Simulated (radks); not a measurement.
Problem. Species: Li. Configuration: [He] 7p1 (not the ground configuration). Method: non-relativistic Kohn-Sham, PBEsol, spin-polarised, spherical densities, point nucleus; open shells are filled with parallel spins first; computed with a radial shooting solver on a logarithmic mesh with Libxc functionals. Some entries of the table are withheld. Estimate them.

| orbital | occ. | eigenvalue (hartree) | <1/r> (bohr^-1) | r(max) (bohr) |
|---|---|---|---|---|
| 1s up | 1 | -2.17550 | 2.668 | (1) |
| 1s down | 1 | -2.17532 | 2.669 | (2) |
| 7p up | 1 | (3) | 0.02398 | 74.30 |

Solution. 
(1) 1s up r(max) (bohr): 0.3628
(2) 1s down r(max) (bohr): 0.3628
(3) 7p up eigenvalue (hartree): -0.00966
